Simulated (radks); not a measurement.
Task: The mean radii <r> (bohr) of the occupied orbitals of an atom or ion are listed with their occupations. All-electron calculation, non-relativistic Kohn-Sham, TPSS, spin-polarised, spherical densities, point nucleus; meta-GGA in the generalised Kohn-Sham scheme. Program: a radial shooting solver on a logarithmic mesh with Libxc functionals.

orbital  occ.      <r>
1s down     1  0.02408
1s up       1  0.02408
2s up       1   0.1025
2s down     1   0.1025
2p up       3  0.08703
2p down     3  0.08702
3s up       1   0.2634
3s down     1   0.2632
3p up       3   0.2531
3p down     3   0.2529
3d up       5   0.2245
3d down     5   0.2245
4s up       1   0.5513
4s down     1   0.5520
4p up       3   0.5546
4p down     3   0.5554
4d up       3   0.5557

Name the element and its charge. Open shells, if any, are filled with parallel spins first.

Result: Z = 63, europium, charge +24: Eu24+ in [Kr] 4d3. The 1s radius gives Z: for a bare nucleus <r> = 1.5/Z, 0.02381 bohr for Z = 63, and screening makes it slightly larger (0.02408 here). The occupations add up to 39, and the charge is Z minus that.
